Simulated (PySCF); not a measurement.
**Trend along the alkali metals: MBe molecules**

PBE with double-zeta basis sets in PySCF, for the lowest determinant that a PBE0 search found; no spin–orbit coupling. De refers to high-spin ground-configuration atoms. A positive dipole means M(−)Be(+).

```tsv
M	basis	state (unpaired electrons)	Re (Å)	ωe (cm⁻¹)	De (eV)	μ (D)
Li	cc-pVDZ	doublet (σ ↑)	2.592	338	0.56	-2.26
Na	aug-cc-pVDZ	doublet (σ ↑)	2.870	218	0.44	-2.52
K	def2-SVP	doublet (σ ↑)	3.395	172	0.38	-3.55
Cs	def2-SVP	doublet (σ ↑)	3.772	143	0.35	-3.84
```

Task: The row for M = Rb is missing. Estimate Re, ωe and De as the mean of the rows for K and Cs, and compare with the calculation.

Result: The means are 3.583 Å, 158 cm⁻¹ and 0.36 eV. PBE in def2-SVP gives RbBe as a doublet (σ ↑) with Re = 3.561 Å, ωe = 155 cm⁻¹, De = 0.36 eV, so the estimate is off by +2.3 pm, +2 % and +0.01 eV.

The rows differ in basis set, which adds steps of its own.

Weak bonds: CsBe, KBe, NaBe, RbBe. Basis-set superposition, not corrected here, can be much of De in a small basis, most of all at correlated wavefunction levels. Functionals without a dispersion term scatter widely for such bonds, and LDA overbinds them. Spin–orbit coupling is left out. States were picked by a PBE0 search and need not be the measured ground states.
